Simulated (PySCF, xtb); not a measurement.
BrH, SMILES Br (connectivity only; charge and spin as stated), charge +1, multiplicity 2.

Harmonic wavenumbers (cm⁻¹) from GFN2-xTB (xtb) at its own minimum, in rising order: 1958.

**Question.** What does B3LYP-D3(BJ)/def2-TZVPD (PySCF) give at its own minimum? (The exact figures need the calculation; the answer reports its results.)

**Answer.** 2407. Paired by order, the mean absolute difference is 449 cm⁻¹ and the zero-point energies are 2.8 and 3.4 kcal/mol.
